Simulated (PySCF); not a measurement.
Isomers of C5H3N3, one GFN2-xTB conformer each. Single-point energies are computed at PBE0/pcSseg-1 (PySCF, gas phase, no added dispersion term), electronic only.

Question: Rank them by PBE0/pcSseg-1 energy, lowest first (kJ/mol).
A. `[N:1]#[C:2][CH2:3][CH:4]([C:5]#[N:6])[C:7]#[N:8]` with C2–C3–C4–C5 173°
B. `C#Cc1ccnnn1`
C. `N#CC1=NC=NC=C1`
D. `C#Cc1cnncn1`
E. `CC(C#N)(C#N)C#N` (1,1,1-ethanetricarbonitrile)
F. `C#CC1=CN=NN=C1`

Answer: C (0.0), A (112.4), E (147.8), D (249.5), F (315.1), B (323.0).

As drawn, the lowest has a C≡N group, which the highest lacks; the highest has a C≡C bond and an N–N linkage, which the lowest lacks. Neighbours under 10 kJ/mol apart (C#Cc1cnnnc1 and C#Cc1ccnnn1) can change places with a better method, another conformer or zero-point energy. GFN2-xTB itself gives, in the same order: 0.0, 177.9, 190.4, 156.4, 209.7, 214.4. Both levels put the same isomer lowest; measured from each level's own lowest isomer, the values differ by up to 108.6 kJ/mol (C#Cc1ccnnn1: 214.4 against 323.0).

Question: Which frontier levels, dipoles and rotational constants go with these structures?

Answer: 
```json
{"SMILES": "N#Cc1ccncn1", "HOMO (eV, PBE0/pcSseg-1)": "-8.22", "LUMO (eV)": "-2.62", "dipole (D)": "3.48", "A, B, C (MHz)": "6280, 1621, 1289"}
{"SMILES": "N#CCC(C#N)C#N", "HOMO (eV, PBE0/pcSseg-1)": "-10.34", "LUMO (eV)": "-1.02", "dipole (D)": "3.04", "A, B, C (MHz)": "3383, 1485, 1080"}
{"SMILES": "CC(C#N)(C#N)C#N", "HOMO (eV, PBE0/pcSseg-1)": "-10.76", "LUMO (eV)": "-1.16", "dipole (D)": "3.98", "A, B, C (MHz)": "2167, 2167, 1575"}
{"SMILES": "C#Cc1cnncn1", "HOMO (eV, PBE0/pcSseg-1)": "-7.11", "LUMO (eV)": "-2.64", "dipole (D)": "3.17", "A, B, C (MHz)": "6454, 1620, 1295"}
{"SMILES": "C#Cc1cnnnc1", "HOMO (eV, PBE0/pcSseg-1)": "-7.40", "LUMO (eV)": "-2.61", "dipole (D)": "5.30", "A, B, C (MHz)": "6459, 1583, 1271"}
{"SMILES": "C#Cc1ccnnn1", "HOMO (eV, PBE0/pcSseg-1)": "-7.26", "LUMO (eV)": "-2.47", "dipole (D)": "5.24", "A, B, C (MHz)": "6411, 1622, 1295"}
```
